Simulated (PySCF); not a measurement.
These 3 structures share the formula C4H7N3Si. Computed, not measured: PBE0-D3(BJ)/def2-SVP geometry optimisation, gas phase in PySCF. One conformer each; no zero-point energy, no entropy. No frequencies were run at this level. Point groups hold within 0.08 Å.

Problem. Rank from lowest to highest electronic energy at this level (kJ/mol).
A. `Cc1cc([SiH3])nnn1`
B. `[CH2:1]=[CH:2][c:3]1[n:4][nH:5][n:6][c:7]1[SiH3:8]` with C1–C2–C3–N4 0°
C. `[CH2:1]=[CH:2][n:3]1[n:4][cH:5][c:6]([SiH3:7])[n:8]1` with C1–C2–N3–N4 0°

Solution. B (0.0), C (15.5), A (71.4).

As drawn, the lowest has an N–H bond and a C=C bond outside aromatic rings, which the highest lacks.

```tsv
SMILES	E (Eh)	E rel (kJ/mol)	dipole (D)	point group	A, B, C (MHz)
C=Cc1n[nH]nc1[SiH3]	-609.52695	0.0	0.68	near Cs	2386, 1496, 929.6
C=Cn1ncc([SiH3])n1	-609.52104	15.5	0.42	–	6318, 916.4, 807.9
Cc1cc([SiH3])nnn1	-609.49974	71.4	4.90	near Cs	3752, 1151, 894.9
```

Problem. How do the relative energies change in single points at PBE0/pcSseg-1 (no added dispersion term) on the same geometries?

Solution. 
```json
{"SMILES": "C=Cc1n[nH]nc1[SiH3]", "PBE0-D3(BJ)/def2-SVP (kJ/mol)": "0.0", "PBE0/pcSseg-1 (kJ/mol)": "0.0", "shift": "0.0"}
{"SMILES": "C=Cn1ncc([SiH3])n1", "PBE0-D3(BJ)/def2-SVP (kJ/mol)": "15.5", "PBE0/pcSseg-1 (kJ/mol)": "11.6", "shift": "-3.9"}
{"SMILES": "Cc1cc([SiH3])nnn1", "PBE0-D3(BJ)/def2-SVP (kJ/mol)": "71.4", "PBE0/pcSseg-1 (kJ/mol)": "64.0", "shift": "-7.4"}
```

Each column counts from its own lowest isomer. The order is unchanged; the largest shift is 7.4 kJ/mol.
